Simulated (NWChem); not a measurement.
Molecule: AlSiH$_{4}$O$_{3}$Cl; SMILES [OH][Al]([OH])[O][SiH2]Cl

```xyz
10

Si    -0.2966    -1.4686    -0.8871
Cl     0.2639    -2.4956     0.8247
O      0.0298     0.1184    -0.6971
Al     0.0158     1.6562     0.0242
O     -1.4406     2.2324     0.6586
O      1.4076     2.6149     0.0830
H     -1.7509    -1.7058    -1.0854
H      0.5006    -2.0187    -2.0144
H     -1.5338     3.0906     1.0746
H      2.2717     2.3650    -0.2461
```
Atoms are numbered in this order, from 1.

All runs: NWChem. Geometry: optimised at PBE0/def2-SVP. Total energies compare along this basis series because the functional is fixed.

| level | basis functions | energy (Ha) | highest occupied level (eV) | orbital gap (eV) | dipole (D) |
|---|---|---|---|---|---|
| PBE/3-21G | 74 | -1213.3470 | -6.51 | 5.32 | 2.93 |
| PBE/pcseg-1 | 116 | -1219.6667 | -7.33 | [?] | [?] |
| PBE/aug-pcseg-1 | 186 | -1219.6947 | -7.35 | 5.44 | 1.92 |
| PBE/pcseg-2 | 248 | -1219.9226 | -7.33 | 5.65 | 1.99 |
| PBE/def2-TZVPP | 275 | -1219.9004 | -7.27 | 5.66 | 1.93 |

Q: Complete the blanks.

A: 
- PBE/pcseg-1, orbital gap (eV): 5.72
- PBE/pcseg-1, dipole (D): 2.15
